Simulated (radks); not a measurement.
Task: These are the eigenvalues of the occupied orbitals of an atom or ion with whole-number occupations (eV). All-electron calculation, Dirac Kohn-Sham, BLYP, spin-unpolarised, spherical densities, finite nucleus; Fermi nuclear charge, rms radius of each element as measured or else 0.836 A^(1/3) + 0.57 fm. Program: a radial shooting solver on a logarithmic mesh with Libxc functionals.

orbital  eigenvalue
1s1/2     -61245.11
2s1/2     -10446.88
2p1/2     -9969.938
2p3/2     -8922.903
3s1/2     -2428.768
3p1/2     -2217.981
3p3/2     -1995.881
3d3/2     -1636.359
3d5/2     -1587.871
4s1/2     -551.3425
4p1/2     -465.8118
4p3/2     -414.6221
4d3/2     -273.5054
4d5/2     -264.0343
5s1/2     -126.8434
5p1/2     -100.7929
5p3/2      -92.4364
4f5/2      -90.2662
4f7/2      -88.6349
5d3/2      -56.1911

Which element is it, and in what charge state? The configuration may be excited.

Result: Z = 70, ytterbium, charge +5: Yb5+ in [Xe] 4f(5/2: 6, 7/2: 4) 5d(3/2: 1, 5/2: 0). The list shows which subshells hold electrons but not how many an open one holds; the 1s level, -2250.7 hartree, gives Z - s = 67.1 by -(Z - s)^2/2, which with screening and relativity narrows Z to a few neighbours, and the depths of the outer levels then fix element, charge and occupations together.
